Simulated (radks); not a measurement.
Q: Species: Rb3+. Configuration: [Ar] 3d9.5 4s2 4p4 5p0.5 (fractional occupations, a model configuration). Calculated with a radial shooting solver on a logarithmic mesh with Libxc functionals: Dirac Kohn-Sham, BP86, spin-unpolarised, spherical densities, point nucleus; open shells are shared between the two j in proportion to 2j + 1. Some entries of the table are withheld. Estimate them.

orbital,occ.,eigenvalue (hartree),r(max) (bohr)
1s1/2,2,-554.2557,0.02628
2s1/2,2,-75.64121,0.1496
2p1/2,2,(1),(2)
2p3/2,4,(3),(4)
3s1/2,2,(5),0.4500
3p1/2,2,-10.23120,0.4392
3p3/2,4,-9.89068,0.4480
3d3/2,3.8,-5.59449,(6)
3d5/2,5.7,-5.53589,(7)
4s1/2,2,-2.54154,1.214
4p1/2,1.33333,-1.91070,1.321
4p3/2,2.66667,-1.86742,1.344
5p1/2,0.166667,-0.68379,(8)
5p3/2,0.333333,-0.67524,(9)

A: 
(1) 2p1/2 eigenvalue (hartree): -68.77916
(2) 2p1/2 r(max) (bohr): 0.1173
(3) 2p3/2 eigenvalue (hartree): -66.54414
(4) 2p3/2 r(max) (bohr): 0.1207
(5) 3s1/2 eigenvalue (hartree): -12.68987
(6) 3d3/2 r(max) (bohr): 0.3888
(7) 3d5/2 r(max) (bohr): 0.3914
(8) 5p1/2 r(max) (bohr): 3.413
(9) 5p3/2 r(max) (bohr): 3.459
